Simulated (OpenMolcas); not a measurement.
Ta4+ (d1) in a complex was computed by CASSCF with the d shell active (OpenMolcas, ANO-RCC-VTZP on the metal). Its lowest spin-free states, and all those of the highest spin:

| 2S+1 | Degeneracy | E (cm-1) |
| --- | --- | --- |
| 2 | 3 | 0.0 |
| 2 | 2 | 23736 |

Problem. Is the site octahedral, tetrahedral or cube-like, axial, or of lower symmetry?

Solution. The states with 2S+1 = 2 have orbital degeneracies 3, 2. Threefold states need a cubic site. For d1 at this spin an octahedron puts the threefold T2 below the twofold E and a tetrahedron or cube puts the twofold E below the threefold T2, so the site is octahedral. The first gap at this spin, 23700 cm-1, is |10Dq| in ligand-field theory. The run had Ta4+ with 6 ligands (chloride) in octahedral coordination (Oh) at 2.44 Å. A charge of +0.333 e stands 2.4 Å behind each ligand. Ligand basis ANO-RCC-VDZP.

An orbital triplet at a regular site is open to Jahn-Teller coupling, which can distort the site and quench the lowest spin-orbit gaps and is left out. The least metal-like active orbital is 72 % on the metal (Löwdin) and no ligand orbital is active, so the numbers are rough. With metal d orbitals alone the field can be off either way by tens of per cent. Ligand-to-metal charge-transfer states are missing. No measured value stands beside these numbers; the geometry was imposed, not optimised, and the real ion may take another.
